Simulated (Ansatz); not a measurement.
System: CH₅GeS, net charge -1, singlet state. It need not be the lowest isomer of its formula. Whether it binds its extra electron was not tested at this geometry. 
Structure (B3LYP-D3(BJ)/def2-TZVP (Ansatz, a quantum-chemistry and plane-wave program) minimum search):
```xyz
8

C     -2.1112    -0.2601    -0.7662
S     -1.0692    -0.3787     0.7289
Ge     1.0990     0.2346    -0.0497
H     -2.0874     0.7558    -1.1647
H     -1.7429    -0.9372    -1.5391
H     -3.1450    -0.5248    -0.5202
H      1.0172    -0.7047    -1.3714
H      0.5638     1.5238    -0.8787
```
Charge -1, spin multiplicity 1.

Basis-set convergence of Hartree-Fock and MP2 correlation energies (hartree) with Ansatz. Correlated levels leave the core frozen unless marked. No spin-orbit coupling. Frozen are the shells of the preceding noble gas and the d and f shells that filled before the atom's block. No relativistic terms. This anion needs diffuse functions, which these sets lack.

| basis | functions | E(HF) | E(corr, MP2) |
|---|---|---|---|
| def2-SVP | 89 | -2513.26759 | -0.37985 |
| def2-TZVPP | 191 | -2513.71889 | -0.48857 |
| def2-QZVPP | 366 | ___ | ___ |

Some entries are withheld; supply them.


- def2-QZVPP, E(HF): -2513.77688
- def2-QZVPP, E(corr, MP2): -0.52594
